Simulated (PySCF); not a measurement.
C4H4Cl2, SMILES C=C(Cl)/C=C\Cl. Atoms are numbered in the order given.

```xyz
10

C     -2.4473    -0.8481    -0.4467
C     -1.2074    -0.4015    -0.2079
Cl    -1.0033     1.1155     0.6120
C     -0.0198    -1.1640    -0.6216
C      1.2947    -0.9378    -0.5099
Cl     2.0900     0.4117     0.2022
H     -3.3240    -0.2765    -0.1363
H     -2.5971    -1.8008    -0.9611
H     -0.2735    -2.1048    -1.1213
H      2.0002    -1.6725    -0.9058
```
Charge 0, spin multiplicity 1.

Geometry optimised at ωB97X-D3(BJ)/def2-SVP. The structure was generated by enumeration; whether it is a known compound was not checked. The values are those of a single conformer.

Calculation: PBE/def2-TZVP run with PySCF.

The molecule is in vacuum.

| Property | Result |
|---|---|
| total energy | -1074.69290 hartree |
| highest occupied level | -5.87 eV |
| lowest empty level | -2.34 eV |
| orbital gap | 3.53 eV |
| dipole moment | 0.445 e·Å |
| quadrupole, principal values (traceless, Buckingham form, about the centre of nuclear charge) | -6.46, 1.34, 5.12 D·Å |
| mean static polarisability | 78.3 bohr³ (11.60 Å³) |
| polarisability, principal values | 43.3, 74.9, 116.8 bohr³ |
